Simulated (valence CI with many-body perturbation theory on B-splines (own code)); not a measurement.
# Pd40+: key properties

Level of theory: relativistic CI+MBPT: four valence electrons over a frozen Dirac-Fock core [He], radial functions for each j: 11 s, 11 p, 9 d, 7 f, 5 g, 2 h, 1 i, with the one-electron correlation potential Σ1, the two-electron term Σ2, the three-electron term Σ3, Breit, model QED; selected CI, second order for the rest (own B-spline code, finite nucleus).

No measured spectrum was set against this ion. As an estimate, large intervals hold to a few tenths of a per cent, small ones and those within an open d or f shell to about a per cent. Among the levels kept, up to 280 cm⁻¹ of a level comes from second order outside the variational space, and about a tenth of that is noise between levels of different J, which matters for small intervals.

Levels are named by their leading jj configuration (3d3/2^4 stands for four electrons in 3d with j = 3/2), which in mixed levels can hold well under half, so a name can repeat and another be missing.

Rates and lifetimes use the calculated energies. Strong lines usually hold to 10 to 20 %, long lifetimes can be off by a factor of two.

What is the ground level?

(2s^2 2p1/2^2) J=0, composition 73 % 2s²2p² ³P + 26 % 2s²2p² ¹S.

What are the static dipole polarisabilities of the lowest levels?

(2s^2 2p1/2^2) J=0 0.000968 bohr³, of which the core gives 1.84e-06.

What is the ionisation energy?

6252.6 eV; NIST lists 6242 ± 7 eV (semi-empirical).

Name the longest-lived excited levels whose lifetime is computed, and their main decay.

(2s^2 2p1/2 2p3/2) J=2 at 172.3 eV lives 37.7 μs, mostly by E2 to (2s^2 2p1/2^2) J=0; (2s^2 2p1/2 2p3/2) J=1 at 158.7 eV lives 36.6 ns, mostly by M1 to (2s^2 2p1/2^2) J=0; (2s^2 2p3/2^2) J=2 at 340.8 eV lives 18.7 ns, mostly by M1 to (2s^2 2p1/2 2p3/2) J=1.

Among levels below 4004.6 eV, which E1 lines absorb most strongly from the ground level?

to (2s^2 2p1/2 3d3/2) J=1 at 0.3381 nm, f = 1.46; to (2s 2p1/2^2 3p3/2) J=1 at 0.3307 nm, f = 0.397; to (2s 2p1/2^2 2p3/2) J=1 at 3.476 nm, f = 0.140.
